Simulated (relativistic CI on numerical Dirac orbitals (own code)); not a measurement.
## Charge states of neon

These numbers are calculated, not measured: Dirac-Coulomb-Breit CI, orbitals from a KLI potential per configuration, QED by a radiative potential, valence Slater integrals scaled by 0.9 (own radial code, finite nucleus).

Each species is treated in one configuration, given outside its closed core. Radial values are for the open shell of highest l, unscaled and averaged over j; ζ includes the Breit term. Labels give the leading LS character, summed over repeated terms.

```
 Ion  Configuration  Its lowest level  LS weight (%)  ζ (cm⁻¹)  Next level  E (cm⁻¹)  ⟨r⟩ (bohr)  ⟨r²⟩ (bohr²)
  Ne         2s²2p⁶               ¹S0            100                                                          
 Ne⁺         2s²2p⁵            ²P°3/2            100     508.5      ²P°1/2    764.21      0.8757        0.9827
Ne²⁺         2s²2p⁴               ³P2            100     588.8         ³P1    635.53      0.8073        0.8197
Ne³⁺         2s²2p³                 ?              ?         ?           ?         ?           ?             ?
Ne⁴⁺         2s²2p²               ³P0            100     777.8         ³P1    414.53      0.7057        0.6124
Ne⁵⁺          2s²2p            ²P°1/2            100     888.4      ²P°3/2    1336.7      0.6666        0.5425
Ne⁶⁺            2s²               ¹S0            100                                                          
Ne⁷⁺             2s             ²S1/2            100                                      0.6864        0.5502
Ne⁸⁺            1s²               ¹S0            100
```

**Question.** Fill in the row of Ne³⁺.

**Answer.** Its lowest level ⁴S°3/2; LS weight (%) 100; ζ (cm⁻¹) 678.2; Next level ²D°5/2; E (cm⁻¹) 40088; ⟨r⟩ (bohr) 0.7519; ⟨r²⟩ (bohr²) 0.7019.

With one configuration, terms of near-neutral atoms and ions can be 10 to 25 % off, and close levels can change places.
